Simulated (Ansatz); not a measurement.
Correlation energies of C₃H₈OSi (`CC(C)O[SiH]`) by basis set

| atom | x (Å) | y (Å) | z (Å) |
| --- | --- | --- | --- |
| C1 | 0.463 | -1.402 | -0.190 |
| C2 | -0.244 | -0.118 | 0.184 |
| C3 | 0.516 | 0.689 | 1.213 |
| O4 | -0.392 | 0.676 | -0.993 |
| Si5 | -1.866 | 1.115 | -1.583 |
| H6 | -0.116 | -1.961 | -0.928 |
| H7 | 1.444 | -1.182 | -0.617 |
| H8 | 0.600 | -2.033 | 0.691 |
| H9 | -1.244 | -0.356 | 0.577 |
| H10 | 1.499 | 0.967 | 0.824 |
| H11 | 0.655 | 0.108 | 2.128 |
| H12 | -0.025 | 1.603 | 1.465 |
| H13 | -1.288 | 1.894 | -2.769 |

The species carries charge 0 and has multiplicity 1. Geometry: relaxed with PBE0-D4/def2-TZVP. It is one conformer, not always the lowest. Frozen core, restricted reference, the Gaussian-basis code of Ansatz. CBS rows extrapolate triple and quadruple zeta; past MP2 they add the triple-zeta difference.

```csv
basis,HF (Eh),MP2 corr.,CCSD corr.,(T),CCSD(T) total
def2-SVP,-481.80728,-0.69926,-0.76145,-0.02224,-482.59097
def2-TZVPP,-482.13400,-0.86638,-0.91778,-0.03635,-483.08813
def2-QZVPP,-482.15228,-0.92594,–,–,–
CBS(def2),-482.15480,-0.97006,-1.02145,as TZ,-483.21260
```
